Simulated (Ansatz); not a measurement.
`FBN([SiH3])[SiH3]` and `[NH2][Mg][N]([SiH3])[SiH3]` differ in one atom or group.

Ansatz, PBE0-D4/def2-TZVP geometries, multiplicity 1. Each molecule was computed in one conformer, which needn't be the lowest.

```
                                          property  `FBN([SiH3])[SiH3]`
             HOMO energy (ωB97M-V/def2-TZVPP) / eV               -10.67
  size of the dipole moment (B3LYP/def2-TZVPP) / D                 1.27
size of the dipole moment (ωB97M-V/def2-TZVPP) / D                 1.22
               HOMO energy (B3LYP/def2-TZVPP) / eV                -8.21
                LUMO energy (PBE0/def2-TZVPP) / eV                -0.07
                 HOMO energy (PBE/def2-TZVPP) / eV                -7.14
```

(1) Give the same properties after the change, and the shifts. (An estimate is asked.)

Answers

(1) Ansatz gave: 
```csv
property,`[NH2][Mg][N]([SiH3])[SiH3]`,shift
HOMO energy (ωB97M-V/def2-TZVPP) / eV,-8.94,1.73
size of the dipole moment (B3LYP/def2-TZVPP) / D,1.41,0.14
size of the dipole moment (ωB97M-V/def2-TZVPP) / D,1.39,0.17
HOMO energy (B3LYP/def2-TZVPP) / eV,-6.30,1.91
LUMO energy (PBE0/def2-TZVPP) / eV,-1.26,-1.19
HOMO energy (PBE/def2-TZVPP) / eV,-5.18,1.96
```

With PBE0 the HOMO rises by 1.91 eV and the LUMO falls by 1.19 eV, so the gap narrows by about 3.10 eV. PBE moves the HOMO by 1.96 eV and ωB97M-V by 1.73 eV. Dipoles are sizes alone; their direction can turn.

B3LYP here is the variant with VWN-RPA as its local correlation; programs differ in this.
